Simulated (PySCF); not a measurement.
## How methods differ on the ionisation energy of Pr⁴¹⁺

Pr⁴¹⁺ [Ar] (1S) → Pr⁴²⁺ [Ne] 3s2 3p5 (2P), as a difference of total energies. Calculation: PySCF 2.14, in an uncontracted even-tempered set (18 s from 8 bohr⁻², ratio 2.5; 12 p from 10 bohr⁻², ratio 2.5; 4 d from 46 bohr⁻², ratio 2.7; 4 f from 68 bohr⁻², ratio 2.7); scalar relativity by spin-free X2C-1e. Correlated levels: outer shells: 1s2 frozen; virtual orbitals above 40 to 60 times the deepest correlated orbital energy dropped. The calculations carry no spin-orbit coupling.

```tsv
method	ionisation energy (eV)
UHF	3267.1
LDA	3268.1
PBE	3268.5
PBE0	3268.7
r2SCAN	3269.4
BLYP	3268.4
BHandHLYP	3268.5
MP2 (outer shells)	3268.1
SCS-MP2 (outer shells)	3267.9
```

A first-order spin-orbit estimate (lowest level to lowest level, LS coupling) adds -37.366 eV.

Breit and QED terms and the two-electron picture change are absent.

For comparison: 3227 ± 4 eV (theoretical estimate listed by NIST; NIST Atomic Spectra Database, ionization energies).
